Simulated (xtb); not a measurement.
F4Se, singlet, geometry from GFN2-xTB, atoms displaced at random by about 0.1 Å a coordinate; GFN1-xTB (xtb).

The xtb input:
```
$ xtb mol.xyz --gfn 1 --opt loose --json

# file mol.xyz
5

Se    -0.08349753    -0.03991463     0.25902530
F      1.17140539     1.26418397    -0.32532485
F      1.43330335    -0.84088672    -0.35438125
F     -0.88594090    -1.43592187    -0.33608716
F     -1.32224080     1.21520228    -0.46397704
```

Write the output that xtb gives for this input, abridged.


```
   ID    Z sym.   atoms
    1   34 Se     1
    2    9 F      2-5

           -------------------------------------------------
          |                Calculation Setup                |
           -------------------------------------------------

           -------------------------------------------------
          |                 G F N 1 - x T B                 |
           -------------------------------------------------

          ...................................................
          :                      SETUP                      :
          :.................................................:
          :  # basis functions                  26          :
          :  # atomic orbitals                  25          :
          :  # shells                           11          :
          :  # electrons                        34          :
          :  # halogen bonds                     0          :
          :  max. iterations                   250          :
          :  Hamiltonian                  GFN1-xTB          :
          :  restarted?                      false          :
          :  GBSA solvation                  false          :
          :  PC potential                    false          :
          :  electronic temp.          300.0000000     K    :
          :  accuracy                    1.0000000          :
          :  -> integral cutoff          0.2500000E+02      :
          :  -> integral neglect         0.1000000E-07      :
          :  -> SCF convergence          0.1000000E-05 Eh   :
          :  -> wf. convergence          0.2000000E-04 e    :
          :  Broyden damping             0.4000000          :
          :  net charge                          0          :
          :  unpaired electrons                  0          :
          ...................................................

 iter      E             dE          RMSdq      gap      omega  full diag
   1    -23.7849534 -0.237850E+02  0.532E+00    3.45       0.0  T
   2    -23.7617593  0.231941E-01  0.489E+00    3.43       1.0  T
   3    -23.7506304  0.111289E-01  0.226E+00    2.77       1.0  T
   4    -23.7571068 -0.647639E-02  0.253E+00    3.95       1.0  T
   5    -23.8178556 -0.607488E-01  0.151E-01    3.29       1.0  T
   6    -23.8181195 -0.263927E-03  0.600E-02    3.25       1.0  T
   7    -23.8181596 -0.400481E-04  0.145E-02    3.23       3.1  T
   8    -23.8181602 -0.689969E-06  0.409E-03    3.23      10.9  T
   9    -23.8181605 -0.215294E-06  0.344E-04    3.23     130.1  T
  10    -23.8181605 -0.122447E-08  0.407E-05    3.23    1098.2  T
  11    -23.8181605 -0.970957E-11  0.216E-05    3.23    2069.5  T

   *** convergence criteria satisfied after 11 iterations ***

         :::::::::::::::::::::::::::::::::::::::::::::::::::::
         ::                     SUMMARY                     ::
         :::::::::::::::::::::::::::::::::::::::::::::::::::::
         :: total energy             -23.815756124792 Eh    ::
         :: gradient norm              0.111715914020 Eh/a0 ::
         :: HOMO-LUMO gap              3.231966001186 eV    ::
         ::.................................................::
         :: SCC energy               -23.818160459668 Eh    ::
         :: -> electrostatic           0.079521432575 Eh    ::
         :: repulsion energy           0.003400757527 Eh    ::
         :: dispersion energy         -0.000996422651 Eh    ::
         :: halogen bond corr.         0.000000000000 Eh    ::
         :: add. restraining           0.000000000000 Eh    ::
         :: total charge              -0.000000000000 e     ::
         :::::::::::::::::::::::::::::::::::::::::::::::::::::

      -----------------------------------------------------------
     |                   =====================                   |
     |                        A N C O P T                        |
     |                   =====================                   |
     |               Approximate Normal Coordinate               |
     |                Rational Function Optimizer                |
      -----------------------------------------------------------
      -----------------------------------------------------------
     |                   =====================                   |
     |                        A N C O P T                        |
     |                   =====================                   |
     |               Approximate Normal Coordinate               |
     |                Rational Function Optimizer                |
      -----------------------------------------------------------

          ...................................................
          :                      SETUP                      :
          :.................................................:
          :   optimization level             loose          :
          :   max. optcycles                   200          :
          :   ANC micro-cycles                  20          :
          :   degrees of freedom                 9          :
          :.................................................:
          :   RF solver                   davidson          :
          :   write xtbopt.log                true          :
          :   linear?                        false          :
          :   energy convergence         0.5000000E-04 Eh   :
          :   grad. convergence          0.4000000E-02 Eh/α :
          :   maxmium RF displ.          1.0000000          :
          :   Hlow (freq-cutoff)         0.1000000E-01      :
          :   Hmax (freq-cutoff)         5.0000000          :
          :   S6 in model hess.         20.0000000          :
          ...................................................

generating ANC from exact Hessian ...
Using Lindh-Hessian (1995)
 Shifting diagonal of input Hessian by    0.0000000000000000
 Lowest  eigenvalues of input Hessian
    0.000000    0.000000    0.000000    0.000000    0.000000    0.000000
[...]
 * total energy  :   -23.8455656 Eh     change        0.2873250E-02 Eh
 * total energy  :   -23.8424315 Eh     change        0.3134114E-02 Eh
 * total energy  :   -23.8490890 Eh     change       -0.6657497E-02 Eh
 * total energy  :   -23.8494917 Eh     change       -0.4026887E-03 Eh
 * total energy  :   -23.8499863 Eh     change       -0.4946465E-03 Eh
 * total energy  :   -23.8509504 Eh     change       -0.9640692E-03 Eh
 * total energy  :   -23.8521303 Eh     change       -0.1179910E-02 Eh
 * total energy  :   -23.8529773 Eh     change       -0.8470193E-03 Eh
 * total energy  :   -23.8533370 Eh     change       -0.3596913E-03 Eh
 * total energy  :   -23.8534204 Eh     change       -0.8336781E-04 Eh
 * total energy  :   -23.8533812 Eh     change        0.3921133E-04 Eh
 * total energy  :   -23.8534793 Eh     change       -0.9808488E-04 Eh
 * total energy  :   -23.8534812 Eh     change       -0.1878885E-05 Eh
   *** GEOMETRY OPTIMIZATION CONVERGED AFTER 20 ITERATIONS ***
[...]
          :  # halogen bonds                     0          :
          :  max. iterations                   250          :
          :  Hamiltonian                  GFN1-xTB          :
          :  restarted?                      false          :
          :  GBSA solvation                  false          :
          :  PC potential                    false          :
          :  electronic temp.          300.0000000     K    :
          :  accuracy                    1.0000000          :
          :  -> integral cutoff          0.2500000E+02      :
          :  -> integral neglect         0.1000000E-07      :
          :  -> SCF convergence          0.1000000E-05 Eh   :
          :  -> wf. convergence          0.2000000E-04 e    :
          :  Broyden damping             0.4000000          :
          :  net charge                          0          :
          :  unpaired electrons                  0          :
          ...................................................

 iter      E             dE          RMSdq      gap      omega  full diag
   1    -23.8592893 -0.238593E+02  0.109E-06    4.10       0.0  T
   2    -23.8592893 -0.355271E-14  0.106E-06    4.10   42174.1  T
   3    -23.8592893  0.106581E-13  0.644E-07    4.10   69400.3  T

   *** convergence criteria satisfied after 3 iterations ***

         :::::::::::::::::::::::::::::::::::::::::::::::::::::
         ::                     SUMMARY                     ::
         :::::::::::::::::::::::::::::::::::::::::::::::::::::
         :: total energy             -23.853481153815 Eh    ::
         :: gradient norm              0.000232888049 Eh/a0 ::
         :: HOMO-LUMO gap              4.103044324560 eV    ::
         ::.................................................::
         :: SCC energy               -23.859289252326 Eh    ::
         :: -> electrostatic           0.077478160899 Eh    ::
         :: repulsion energy           0.006814479092 Eh    ::
         :: dispersion energy         -0.001006380581 Eh    ::
         :: halogen bond corr.         0.000000000000 Eh    ::
         :: add. restraining           0.000000000000 Eh    ::
         :: total charge               0.000000000000 e     ::
         :::::::::::::::::::::::::::::::::::::::::::::::::::::

           -------------------------------------------------
          |                Property Printout                |
           -------------------------------------------------

    * Orbital Energies and Occupations

         #    Occupation            Energy/Eh            Energy/eV
      -------------------------------------------------------------
         1        2.0000           -1.1418372             -31.0710
       ...           ...                  ...                  ...
         5        2.0000           -0.8572725             -23.3276
         6        2.0000           -0.6784174             -18.4607
         7        2.0000           -0.6715030             -18.2725
         8        2.0000           -0.6622857             -18.0217
         9        2.0000           -0.6283812             -17.0991
        10        2.0000           -0.6212176             -16.9042
        11        2.0000           -0.6185556             -16.8318
        12        2.0000           -0.6111204             -16.6294
        13        2.0000           -0.5839919             -15.8912
        14        2.0000           -0.5836665             -15.8824
        15        2.0000           -0.5832338             -15.8706
        16        2.0000           -0.5829588             -15.8631
        17        2.0000           -0.5495110             -14.9530 (HOMO)
        18                         -0.3987269             -10.8499 (LUMO)
        19                         -0.3307626              -9.0005
        20                         -0.1970905              -5.3631
        21                         -0.1598601              -4.3500
        22                         -0.1250846              -3.4037
        23                         -0.0979147              -2.6644
        24                          0.2815670               7.6618
        25                          0.3618509               9.8465
      -------------------------------------------------------------
                  HL-Gap            0.1507841 Eh            4.1030 eV
             Fermi-level           -0.4741190 Eh          -12.9014 eV

  Mulliken/CM5 charges         n(s)   n(p)   n(d)
     1Se    0.72764  0.82959   1.960  2.524  0.788
     2F    -0.23284 -0.25633   1.837  5.396  0.000
     3F    -0.13088 -0.15838   1.829  5.302  0.000
     4F    -0.23290 -0.25639   1.837  5.396  0.000
     5F    -0.13102 -0.15849   1.829  5.302  0.000

Wiberg/Mayer (AO) data.
largest (>0.10) Wiberg bond orders for each atom

 ---------------------------------------------------------------------------
     #   Z sym  total        # sym  WBO       # sym  WBO       # sym  WBO
 ---------------------------------------------------------------------------
     1  34 Se   4.332 --     3 F    1.118     5 F    1.117     2 F    1.048
                             4 F    1.048
     2   9 F    1.230 --     1 Se   1.048
     3   9 F    1.306 --     1 Se   1.118
     4   9 F    1.230 --     1 Se   1.048
     5   9 F    1.306 --     1 Se   1.117
 ---------------------------------------------------------------------------

Topologies differ in total number of bonds
Writing topology from bond orders to xtbtopo.mol

 dipole moment from electron density (au)
     X       Y       Z
  -0.0062  -0.0494   0.9118  total (Debye):    2.321

optimized geometry written to: xtbopt.xyz

           -------------------------------------------------
          | TOTAL ENERGY              -23.853481153815 Eh   |
          | GRADIENT NORM               0.000232888049 Eh/α |
          | HOMO-LUMO GAP               4.103044324560 eV   |
           -------------------------------------------------

normal termination of xtb
```
